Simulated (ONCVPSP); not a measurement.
Building the ONCV potential for B (LDA (Perdew-Zunger), scalar-relativistic).

ONCVPSP 4.0.1 input, shortened (lines: element, Z, core and valence counts, functional; n l f; lmax; l rc ep ncon nbas qcut; lloc lpopt rc5 dvloc0; l nproj debl; icmod fcfact rcfact), LDA (Perdew-Zunger), scalar-relativistic:

```
  B 5.00    1    2        3      upf
    1    0    2.00
    2    0    1.50
    2    1    1.50
    2
    0    1.70    0.00    4    8    4.00
    1    3.25    0.00    4    8    4.20
    2    3.15    0.38    5    8    3.20
    4    5    1.15    0.00
    0    2    2.00
    1    2    3.30
    2    2    0.60
    3    4.00    1.25
```

* Cutoffs needed: 7.9 Ha and 48 Ha (the cutoffs (Ha) at which the residual kinetic energy of the hardest occupied pseudo-wave falls to 1 and 0.1 mHa per electron)
* Ghost test: no bound ghost flagged; GHOST(+) flagged for d at 56.0 eV, p at 107.3 eV
* Largest excitation error: +531 meV (all-electron minus pseudo) for 2s1 2p0, out of 4 test configurations
* rms error of d²Exc/dni dnj: 2.44 mHa without and 1.31 mHa with the model core
